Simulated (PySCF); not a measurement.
Species: C₂H₅BrGe.
Numbering: `[CH2:1]=[CH:2][GeH2:3][Br:4]` (hydrogens: H5, H6 on C1; H7 on C2; H8, H9 on Ge3)

Structure used (PBE0-D3(BJ)/def2-SVP), in Å, numbered top down from 1:
```xyz
9
C2H5BrGe angstrom
C     -1.1711    0.4434    0.1885
C     -0.0986    0.6798   -0.5718
Ge     1.5498   -0.2945   -0.3500
Br     3.1524    1.2161    0.3746
H     -2.1007    1.0113    0.0706
H     -1.1719   -0.3265    0.9684
H     -0.1317    1.4691   -1.3320
H      2.0890   -0.8804   -1.6642
H      1.3992   -1.3674    0.7403
```

Computed with EOM-IP-CCSD/aug-cc-pVDZ in PySCF, restricted Hartree–Fock reference, 20 core orbitals frozen, non-relativistic, gas phase, PBE0-D3(BJ)/def2-SVP geometry.

Hartree–Fock orbital energies give these Koopmans values (eV): HOMO 10.63, HOMO-1 11.00, HOMO-2 11.10, HOMO-3 12.60, HOMO-4 13.10, HOMO-5 13.70, HOMO-6 15.82, HOMO-7 17.33.

Problem. What vertical ionisation energies does EOM-IP-CCSD give?

Solution. 
```
leading hole (HF orbital)  Koopmans (eV)  EOM-IP-CCSD (eV)  change (eV)  one-hole share
                     HOMO          10.63             10.19        -0.44            0.96
                   HOMO-1          11.00             10.34        -0.66            0.96
                   HOMO-2          11.10             10.69        -0.41            0.96
                   HOMO-3          12.60             11.72        -0.88            0.95
                   HOMO-4          13.10             12.41        -0.69            0.95
                   HOMO-5          13.70             12.86        -0.84            0.94
                   HOMO-6          15.82             14.43        -1.39            0.94
                   HOMO-7          17.33             15.78        -1.55            0.93
```

Problem. Does the order of the lines follow the orbital energies?

Solution. Yes, no two lines change places. The corrections run from -1.55 to -0.41 eV, with a mean of -0.86 eV over the 8 lines; no line lies above its Koopmans value. Koopmans values leave out both the relaxation of the orbitals and the change in correlation energy.

Problem. At what kinetic energies would He II light (40.81 eV) eject these electrons?

Solution. 30.62 eV (HOMO), 30.47 eV (HOMO-1), 30.12 eV (HOMO-2), 29.09 eV (HOMO-3), 28.40 eV (HOMO-4), 27.95 eV (HOMO-5), 26.38 eV (HOMO-6), 25.03 eV (HOMO-7).

Problem. What total energy has the lowest final state, and which wavelength reaches it?

Solution. E(CCSD) + ionisation energy = -4726.98753 + 0.37464 = -4726.61289 Eh, at the geometry of the initial state. The threshold wavelength is 1239.84 eV nm/10.19 eV = 121.7 nm.

Lines less than 0.15 eV apart could change places at a higher level. One root was sought for each valence orbital with −ε under 21 eV, eight at most, so deeper holes and satellites are missing; no vibrational structure.

One conformer stands for the species.
